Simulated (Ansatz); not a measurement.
Ligand-field states of NiBr2(PH3)2 (NiP₂H₆Br₂) at its PBE-D4/def2-SVP geometry (relaxed as a singlet).

```xyz
11

Ni   -0.0629   -0.0701   -0.0400
Br    1.2488   -1.9027   -0.5343
Br   -1.2684    1.8327    0.5060
P    -0.4243   -0.7831    1.9690
H    -1.7596   -0.7542    2.4808
H     0.2120   -0.0435    3.0160
H    -0.0350   -2.1060    2.3534
P     0.3792    0.7474   -1.9934
H     0.5787   -0.1239   -3.1092
H     1.6120    1.4718   -2.0721
H    -0.4807    1.7317   -2.5763
```

CASSCF(8,5) on the Ni 3d shell in def2-SVP, averaged with equal weights over 10 triplets and 15 singlets, then SC-NEVPT2; Ansatz, no spin–orbit coupling. The space holds no ligand orbitals and no second d shell, so covalent complexes are described poorly. NEVPT2 shifts the excited states by 0.2 to 1.6 eV; shifts past about 1.5 eV mark a space that is too small, and such energies aren't to be trusted.

Q: Estimate the states' energies above the lowest.

A: 
```
     state  CASSCF (cm⁻¹)  NEVPT2 (cm⁻¹)
 triplet 1              0           4509
 triplet 2            153           3851
 triplet 3           3160           8957
 triplet 4           7828          13788
 triplet 5          12950          24441
 triplet 6          13762          25972
 triplet 7          14855          27363
 triplet 8          23232          31040
 triplet 9          30392          39352
triplet 10          32519          42535
 singlet 1           6620              0
 singlet 2          15866          17561
 singlet 3          16532          19379
 singlet 4          18767          22732
 singlet 5          20561          22587
 singlet 6          29464          39954
 singlet 7          31758          41255
 singlet 8          32862          41637
 singlet 9          34592          44567
singlet 10          35158          44431
singlet 11          38037          48384
singlet 12          38529          48916
singlet 13          40170          51603
singlet 14          40266          51728
singlet 15          69433          73384
```
The lowest NEVPT2 state is a singlet. Run time 38 s (4 threads of Intel Xeon Platinum 8488C on a shared host), peak host memory 1.5 GiB.
